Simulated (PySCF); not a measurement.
SiBr₂, SMILES Br[Si]Br (connectivity only; charge and spin as stated), neutral, multiplicity 1.

Coordinates come from a PBE0-D3(BJ)/def2-TZVP optimisation. The isomer is the one that the SMILES or the coordinates give; other isomers of the formula were not compared.

Two levels are set side by side: PBE/def2-TZVPD (PySCF) and PBE0/def2-TZVPD (PySCF). Same geometry, gas phase. Differences are taken from unrounded values.

```tsv
quantity	PBE0
orbital gap (eV)	4.46
highest occupied level (eV)	-7.57
lowest empty level (eV)	-3.11
dipole moment (D)	0.85
mean polarisability (bohr³)	75.7
```

Problem. What does PBE give, and how far is it from PBE0? (Estimate from the structure and the level; the computed values follow.)

Solution. 
```json
[
 {"quantity": "orbital gap (eV)", "PBE": "2.69", "PBE minus PBE0": "-1.77"},
 {"quantity": "highest occupied level (eV)", "PBE": "-6.52", "PBE minus PBE0": "1.04"},
 {"quantity": "lowest empty level (eV)", "PBE": "-3.83", "PBE minus PBE0": "-0.73"},
 {"quantity": "dipole moment (D)", "PBE": "0.72", "PBE minus PBE0": "-0.12"},
 {"quantity": "mean polarisability (bohr³)", "PBE": "78.5", "PBE minus PBE0": "2.9"}
]
```

PBE's occupied levels lie high since its potential decays too fast outside the molecule; exact exchange lowers them and widens the gap. Loosely held outer electrons make PBE densities more polarisable. Differences between two approximate levels are no errors against the true value.

Rough cost on one machine, each run with all the roots and properties that it gave: PBE0 against PBE within a factor of 2.
